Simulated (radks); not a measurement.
Question: These are the eigenvalues of the occupied orbitals of an atom or ion with whole-number occupations (hartree). Method: scalar-relativistic Kohn-Sham, PBEsol, spin-polarised, spherical densities, point nucleus; computed with a radial shooting solver on a logarithmic mesh with Libxc functionals.

| orbital | eigenvalue |
|---|---|
| 1s up | -2040.394 |
| 1s down | -2040.393 |
| 2s up | -342.6669 |
| 2s down | -342.6638 |
| 2p up | -303.7720 |
| 2p down | -303.7696 |
| 3s up | -77.88999 |
| 3s down | -77.80468 |
| 3p up | -66.00742 |
| 3p down | -65.92239 |
| 3d up | -50.91730 |
| 3d down | -50.85184 |
| 4s up | -16.77673 |
| 4s down | -16.59927 |
| 4p up | -12.85385 |
| 4p down | -12.67918 |
| 4d up | -7.55521 |
| 4d down | -7.38381 |
| 5s up | -3.25118 |
| 5s down | -3.16760 |
| 5p up | -2.26289 |
| 5p down | -2.19739 |
| 4f up | -1.74680 |
| 4f down | -1.58925 |
| 6s up | -0.97236 |

Which element is it, and in what charge state? The configuration may be excited. Open shells, if any, are filled with parallel spins first.

Answer: Z = 67, holmium, charge +3: Ho3+ in [Xe] 4f9 6s1. The list shows which subshells hold electrons but not how many an open one holds; the 1s level, -2040.4 hartree, gives Z - s = 63.9 by -(Z - s)^2/2, which with screening and relativity narrows Z to a few neighbours, and the depths of the outer levels then fix element, charge and occupations together.
